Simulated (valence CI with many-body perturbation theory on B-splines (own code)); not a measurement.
The numbers below are computed, except where a source is named.
**Pr³⁶⁺: what the settings do**

Level of theory: valence CI with perturbative core correlation (CI+MBPT): five valence electrons over a frozen Dirac-Fock core [Ar], radial functions for each j: 6 s, 6 p, 5 d, 5 f, 1 g, with the one-electron correlation potential Σ1 (screened to all orders), the two-electron term Σ2, the three-electron term Σ3, Breit, model QED; selected single and double excitations, second order for the rest, scaled by the run's own slope (own B-spline code, finite nucleus).

No measured spectrum was set against this ion. As an estimate, large intervals hold to a few tenths of a per cent, small ones and those within an open d or f shell to about a per cent. Among the levels kept, up to 580 cm⁻¹ of a level comes from second order outside the variational space, and about a tenth of that is noise between levels of different J, which matters for small intervals. Only levels of the ground parity were solved; by the run's estimate the other parity begins above the list, which can be wrong where configurations are misplaced.

The reference run has the lowest level (3d3/2^4 3d5/2) J=5/2 and an ionisation energy of 2500.97 eV. Its largest variational space holds 9941 state functions.

Levels are named by their leading jj configuration (3d3/2^4 stands for four electrons in 3d with j = 3/2), which in mixed levels can hold well under half, so a name can repeat and another be missing. Letters in brackets count levels of one name in rising energy.

Changed runs:
A. scale of Σ1 1 → 0.8
B. hole-hole ladder in Σ2 on → off
C. three-electron term on → off
D. size limit of the variational space 10000 → 100; second order for the rest on → off (bad on purpose)

Excitation energies of the reference run in cm⁻¹, and shifts in cm⁻¹:

```
                      Level  Reference      A      B      C      D
(3d3/2^3 3d5/2^2) J=5/2 [a]     129515   -157  -2481   -630   -266
(3d3/2^3 3d5/2^2) J=7/2 [a]     202368   -181  -2690   -211  +1058
(3d3/2^3 3d5/2^2) J=3/2 [a]     209166   -184  +1379   +233  +1563
   (3d3/2^3 3d5/2^2) J=11/2     212499   -184  -6148   +642   -470
    (3d3/2^3 3d5/2^2) J=9/2     236631   -202  -4111    -82  +1258
(3d3/2^3 3d5/2^2) J=5/2 [b]     247669   -226  -1470   -512  +1382
    (3d3/2^3 3d5/2^2) J=1/2     257872   -227  +2577   -180  +1050
(3d3/2^3 3d5/2^2) J=7/2 [b]     286366   -208   -467   +800  +2863
(3d3/2^2 3d5/2^3) J=5/2 [a]     328652   -348   -547   -713  +1070
(3d3/2^3 3d5/2^2) J=3/2 [b]     350704   -271  +5791   -564  +4150
(3d3/2^2 3d5/2^3) J=7/2 [a]     365591   -388  -3961   -450   +605
   (3d3/2^2 3d5/2^3) J=11/2     372210   -388  -9332   +415  -1319
     Ionisation energy (eV)    2500.97  -0.46  -0.49  -0.18  -0.79
```
